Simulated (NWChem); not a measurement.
Species: CH3FOSi, singlet; SMILES O(C)[Si]F

```xyz
7

Si     0.6474    -0.8452     0.0003
F     -0.9580    -1.2128    -0.0001
O      0.5916     0.8052     0.0000
C     -0.4770     1.7220    -0.0010
H     -1.4524     1.2108     0.0025
H     -0.4065     2.3680     0.8882
H     -0.4100     2.3623    -0.8944
```
Atoms are numbered in this order, from 1.

Computed with NWChem. Low-valent species are run as closed-shell singlets; no triplet was tried in these runs. Geometry: optimised at PBE0/def2-SVP. GIAO values for the isolated, static molecule; σ is the absolute isotropic shielding, δ = σ(reference) − σ with the isolated reference molecule computed at the same levels (13C: tetramethylsilane, 19F: trichlorofluoromethane, 1H: tetramethylsilane, 17O: water, 29Si: tetramethylsilane).

### Question
Estimate the computed values for KT2/pcSseg-1. Quantities: δ Si1 (ppm); δ F2 (ppm); δ O3 (ppm); δ C4 (ppm); δ H5 (rotor mean) (ppm).

### Answer
```json
{
 "δ Si1 (ppm)": "26.5",
 "δ F2 (ppm)": "-0.7",
 "δ O3 (ppm)": "186.6",
 "δ C4 (ppm)": "50.7",
 "δ H5 (rotor mean) (ppm)": "4.10"
}
```
